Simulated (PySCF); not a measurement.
From one molecule to another.

First species: C₆H₁₃As.
InChI=1S/C6H13As/c1-4-5-6-7(2)3/h4-5H,6H2,1-3H3/b5-4-

Second species: C6H12O2.
SMILES: `C[C@@H]1COC[C@H](C)O1`

Levels: PBE0/def2-SVPD for HOMO energy, LUMO energy, HOMO–LUMO gap and static isotropic polarisability; TDDFT PBE0/def2-SVPD for lowest singlet excitation. Geometries: PBE0-D3(BJ)/def2-SVP. Each structure is a single optimised conformer of the isolated species, non-relativistic unless stated; the electronic structure was computed with PySCF and density fitting.

The conformers computed, where there is a choice (atom-mapped SMILES and torsion angles):
- `[CH3:1]/[CH:2]=[CH:3]\[CH2:4][As:5]([CH3:6])[CH3:7]`: C2–C3–C4–As5 -86°, C3–C4–As5–C6 -63°

The conformers of `C[C@@H]1COC[C@H](C)O1` aren't listed.

```json
{"property": "HOMO energy", "column X": "-6.35 eV", "column Y": "-6.90 eV"}
{"property": "LUMO energy", "column X": "0.16 eV", "column Y": "0.81 eV"}
{"property": "HOMO–LUMO gap", "column X": "6.51 eV", "column Y": "7.71 eV"}
{"property": "lowest singlet excitation", "column X": "5.58 eV", "column Y": "6.65 eV"}
{"property": "static isotropic polarisability", "column X": "110.2 au", "column Y": "80.3 au"}
```

**Question.** Which column belongs to which species?

**Answer.** Column X is the first species and column Y the second. The first has 20 atoms and 82 electrons, the second 20 and 64.

**Question.** How does each property change from the first species to the second?

**Answer.** HOMO energy -0.55 eV; LUMO energy +0.65 eV; HOMO–LUMO gap +1.20 eV; lowest singlet excitation +1.07 eV; static isotropic polarisability -29.9 au.

On the first: No computed singlet falls in the visible range (750 to 380 nm, 1.65 to 3.26 eV); S1 lies 2.32 eV above its blue end. S1 lies 0.93 eV below the HOMO–LUMO gap; its leading configuration is HOMO→LUMO, weight 0.89. The calculation is non-relativistic and has no spin–orbit coupling, an omission that weighs most on arsenic.

On the second: The principal polarisabilities are 71.3, 77.1 and 92.5 au; their mean is the isotropic value. No computed singlet falls in the visible range (750 to 380 nm, 1.65 to 3.26 eV); S1 lies 3.39 eV above its blue end.
